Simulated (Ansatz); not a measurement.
Energy needed to pull apart C2H2Zn (SMILES C#[C][ZnH]), singlet, into free ground-state atoms, from the structure below (displaced at random from a GFN2-xTB minimum); no zero-point or spin–orbit terms; open-shell atoms are treated unrestricted, in their ground-state multiplicity.

```tsv
atom	x (Å)	y (Å)	z (Å)
C1	-1.4655	-0.5412	-0.0207
C2	-0.3285	-0.1616	0.0217
Zn3	1.4616	0.4952	0.0608
H4	-2.5021	-0.8431	-0.0928
H5	2.8438	1.0555	0.0656
```

Computed with Ansatz 0.2.0 (basis: def2-TZVPP); correlated methods freeze the cores. The 3s and 3p shells of Cu and Zn are frozen; filled d shells are correlated.

```csv
method,atomization energy (eV)
SPW92,20.37
PBE-D4,18.16
r2SCAN-D4,17.84
B97M-V,17.63
PBE0-D4,17.76
wB97M-V,17.74
HF,?
MP2,17.86
CCSD,?
CCSD(T),17.22
```

Problem. What does HF give? (To be estimated.)

Solution. The calculation gives: 12.64 eV, which is about 4.58 eV less than CCSD(T)/def2-TZVPP.

Problem. What does CCSD give? (To be estimated.)

Solution. The calculation gives: 16.84 eV, which is about 0.38 eV less than CCSD(T)/def2-TZVPP.

In triple zeta the MP2 and coupled-cluster atomization energies are still short of their basis limit by a few kcal/mol a bond, whereas those of the functionals are nearly converged, so these differences are not deviations from converged CCSD(T).

T1 diagnostic: at most 0.016.

For scale, one of the runs: CCSD(T)/def2-TZVPP forces, 154 basis functions (an equivalent command: `ansatz run in.yaml --threads 4`). Hardware: 4 CPU threads, shared host. Wall time 50 s; peak host memory 1.9 GiB.
